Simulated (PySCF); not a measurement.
CH8O2Si3, SMILES C(=O)O[SiH2][SiH2][SiH3]. Atoms are numbered in the order given.

```xyz
14

O      0.5317     1.5972     0.5682
C      1.7106     1.3622     0.4137
O      2.2192     0.1468     0.2414
Si     1.1236    -1.2134     0.2547
Si    -0.7761    -0.7570    -1.0464
Si    -2.3343     0.4953     0.1917
H      2.4977     2.1412     0.3965
H      0.7783    -1.4755     1.6774
H      1.9895    -2.3063    -0.2512
H     -1.3479    -2.0621    -1.4978
H     -0.3198    -0.0206    -2.2614
H     -2.2659     1.9329    -0.1742
H     -2.0754     0.3202     1.6466
H     -3.7118    -0.0026    -0.0956
```

Geometry optimised at TPSSh-D3(BJ)/def2-SVP. This is a generated structure with no PubChem entry under its InChIKey; it may be hypothetical. Other conformers were not sampled.

Two levels are set side by side: PBE/pcSseg-1 (PySCF) and HF/pcSseg-1 (PySCF). GIAO shifts against H2O (¹⁷O), TMS (²⁹Si), TMS (¹H), TMS (¹³C) at the same level; non-relativistic, no solvent, atoms listed together averaged. Differences are taken from unrounded values.

| quantity | HF | PBE | PBE minus HF |
|---|---|---|---|
| δ(¹⁷O) of O1 (ppm) | 440.9 | 469.2 | 28.3 |
| δ(¹³C) of C2 (ppm) | 177.1 | 168.2 | -8.9 |
| δ(¹⁷O) of O3 (ppm) | 174.1 | 232.5 | 58.5 |
| δ(²⁹Si) of Si4 (ppm) | -9.6 | -8.1 | 1.5 |
| δ(²⁹Si) of Si5 (ppm) | -99.3 | -117.4 | -18.1 |
| δ(²⁹Si) of Si6 (ppm) | -88.7 | -104.7 | -16.0 |
| δ(¹H) of H7 (ppm) | 8.09 | 8.26 | 0.16 |
| δ(¹H) of H8, H9 (ppm) | 4.98 | 5.54 | 0.56 |

Rough cost on one machine, each run with all the roots and properties that it gave: HF against PBE within a factor of 2.
